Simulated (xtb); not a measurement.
W(O)(S)(NH2)(OSiH3) (H5NO2SSiW), SMILES [S]=[W](=[O])([NH2])[O][SiH3], multiplicity 1. All values are semi-empirical tight-binding results from xtb (GFN2-xTB unless named), good for trends rather than for accurate numbers. Geometry: GFN2-xTB. The spin state was assumed, not searched. The structure was generated by enumeration; whether it is a known compound was not checked. Other conformers were not sampled.

Optimised geometry:

```xyz
11

W      0.0499     0.2757     0.1595
O      1.5112     0.7301    -0.5426
S      0.3058    -1.1463     1.8098
N     -0.7176     1.9000     0.9624
H     -1.1845     1.9509     1.8750
H     -0.5032     2.8676     0.6941
O     -1.1960    -0.4190    -1.0866
Si    -0.3000    -1.2865    -2.1261
H     -1.2423    -2.2166    -2.7561
H      0.7612    -2.0633    -1.3778
H      0.2813    -0.3742    -3.1356
```
Charge 0, spin multiplicity 1.

For metal compounds this method's bond lengths and energies can be far off.

Computed properties:
```yaml
orbital_gap: 2.91 eV
zero_point_energy: 33.2 kcal/mol
G − E(el) at 298.15 K (modified RRHO): 9.8 kcal/mol
```

Give the atomic charges and the Wiberg bond orders between heavy atoms. (The exact figures need the calculation; the answer reports its results.)

charges (e) W1 1.15, O2 -0.58, S3 -0.45, N4 -0.44, H5 0.21, H6 0.20, O7 -0.49, Si8 0.53, H9 -0.05, H10 -0.03, H11 -0.04. Bond orders W1–O2 2.01, W1–S3 2.05, W1–N4 1.20, W1–O7 0.93, O7–Si8 1.11.
